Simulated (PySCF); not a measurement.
## Pt₂Se: from structure and modes to constants

Level of theory: UB3LYP in PySCF with Se def2-SVP, Pt def2-SVP with ECP60; scalar-relativistic core potentials, no spin–orbit coupling; density-fitted integrals.

The triplet minimum has C2v symmetry. Masses (u): Se 79.91652, Pt 194.96477.

```xyz
3
charge 0 multiplicity 3, angstrom
Se    0.0000    0.0000   -1.5593
Pt    1.3462    0.0000    0.3198
Pt   -1.3462    0.0000    0.3198
```

Harmonic wavenumbers (cm⁻¹): 112.4 (a1, ×1), 211.8 (b2, ×1), 291.6 (a1, ×1).

(1) Find the principal moments of inertia and the rotational constants. What kind of rotor is it?

(2) Find the vibrational entropy and heat capacity at 298.15 K.

(3) Give the standard entropy (298.15 K, 1 bar) by its translational, rotational, vibrational and spin parts, and Cp.

Answers

(1) About the centre of mass I = 234.21, 706.65, 940.86 u Å². With B = 16.8576/I this gives 0.07198, 0.02386, 0.01792 cm⁻¹. The molecule is an asymmetric top with κ = -0.78.

(2) With u = 1.43878 ω/T, each mode gives S = R[u/(eᵘ−1) − ln(1−e⁻ᵘ)] and C = R u² eᵘ/(eᵘ−1)².
```
ω (cm⁻¹)      u  S (J/(mol K))  C (J/(mol K))
   112.4  0.543          13.50           8.11
   211.8  1.022           8.49           7.63
   291.6  1.407           6.13           7.07
```
The sums over all modes are S = 28.1 and C = 22.8 J/(mol K); the softest mode gives 48 % of the entropy.

(3) Sackur–Tetrode with M = 469.85 u gives 185.6; rotation with symmetry number 2 gives 121.2; vibration 28.1; spin R ln 3 = 9.1. The total is 344.0 J/(mol K), and Cp = 4 R + 22.8 = 56.1 J/(mol K).

This need not be the most stable arrangement of these atoms. With open d or f shells other occupations or spin states may lie lower. No spin–orbit coupling is included, which matters more the heavier the element.
